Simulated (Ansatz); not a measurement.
Gas-phase reaction (SMILES): CB(C)C [trimethylborane] → [CH2]B(C)C + H atom; the C-H bond at the site shown breaks (other sites are not compared here).

Each molecule is optimised on its own at B3LYP-D3(BJ)/def2-TZVP (Ansatz, a first-principles code), one conformer each, not searched for the lowest. Correlated levels leave the core frozen unless marked. Open shells are spin-unrestricted. No spin-orbit coupling. Non-relativistic. Basis-set limits of correlation are two-point, X^-3; Hartree-Fock from the larger set. [CCSD(T)-MP2]/basis is that difference in the basis named. Thermal terms are rigid-rotor harmonic-oscillator values from B3LYP-D3(BJ) frequencies (Ansatz) at 298.15 K and 1 atm. 1 Eh = 627.5095 kcal/mol. Atoms have translation alone.

| species | E, RI-MP2/CBS(cc-pVTZ,cc-pVQZ)+[CCSD(T)-MP2]/cc-pVTZ (Ansatz) (Eh) | E, wB97X-V/def2-TZVPD (Ansatz) (Eh) | H - E (Eh) |
|---|---|---|---|
| CB(C)C | -144.39029 | -144.61401 | 0.12045 |
| [CH2]B(C)C | -143.72626 | -143.95120 | 0.10780 |
| H atom | -0.49995 | -0.50049 | 0.00236 |

Task: Work out ΔE and ΔH at 298.15 K at the first level, then ΔH at the second.

Result: 
1. ΔE = [(-143.72626) + (-0.49995)] - [(-144.39029)] = 0.16408 Eh = 103.0 kcal/mol at RI-MP2/CBS(cc-pVTZ,cc-pVQZ)+[CCSD(T)-MP2]/cc-pVTZ.
2. The terms H - E add up to -0.01029 Eh, so ΔH = (0.16408 + (-0.01029))×627.5095 = 96.5 kcal/mol.
3. At wB97X-V/def2-TZVPD the same steps give ΔE = 101.9 and ΔH = 95.4 kcal/mol, a shift of -1.1 from the first level.
4. These values are not checked against measurement here, since the tables used lack a sound gas-phase enthalpy of formation for at least one species.
